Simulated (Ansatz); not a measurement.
Frontier orbitals of C₄H₁₁Al (`C[CH2][Al]([CH3])[CH3]`).

```xyz
16

C     0.0235   -1.9986    1.2177
C    -0.7608   -0.7023    1.0211
Al   -0.0548    0.5689   -0.3028
C    -1.0570    2.2060   -0.6950
C     1.6335    0.1784   -1.2168
H    -0.4229   -2.6479    1.9777
H     1.0545   -1.8040    1.5267
H     0.0805   -2.5800    0.2930
H    -0.8475   -0.1652    1.9766
H    -1.8020   -0.9261    0.7497
H    -0.4044    3.0396   -0.9703
H    -1.7257    2.0402   -1.5490
H    -1.6878    2.5269    0.1388
H     2.4716    0.2347   -0.5116
H     1.8510    0.8691   -2.0353
H     1.6482   -0.8395   -1.6206
```

Charge 0, multiplicity 1. All single points use the PBE0-D4/def2-TZVP geometry. It is one conformer, not always the lowest. Basis def2-TZVPP, Ansatz 0.2.0.

Orbital energies of one run (eV). Highest occupied ones, from the top: -8.26, -8.74, -10.78, -11.11, -11.62, -12.06, -12.08, -12.23, -12.36, -13.14, -13.50, -18.76, -20.75, -21.02. Empty: 0.38, 0.84, 1.96, 2.28, 3.14, 3.28.

**Question.** Which functional gave them?
A. LC-ωPBE
B. LDA (SPW92)
C. BHLYP
D. HSE06 (plane-wave form)

**Answer.** C. HOMO energies: BHLYP -8.26, LDA (SPW92) -5.93, LC-ωPBE -9.80, HSE06 -6.67 eV.

LC-ωPBE has ω = 0.4 bohr⁻¹.
